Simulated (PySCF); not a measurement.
# Correlation energy of Cu²⁺ (copper, charge +2)

[Ar] 3d9, 2D determinant. Computed with PySCF 2.14 in dyall-av2z, with the non-relativistic Hamiltonian (point nucleus). Frozen: [Ar]; 9 electrons correlated; the 33 highest virtual orbitals of each spin left out.

| level | correlation energy (mhartree) |
| --- | --- |
| CCSD | -275.24 |
| (T) | -5.27 |
| CCSD(T) | -280.51 |

Diagnostics: T1 = 0.0076, D1 = 0.0114, largest double amplitude 0.017.

Is a single reference adequate?

Yes: T1 lies below 0.03 and no double amplitude reaches 0.07.
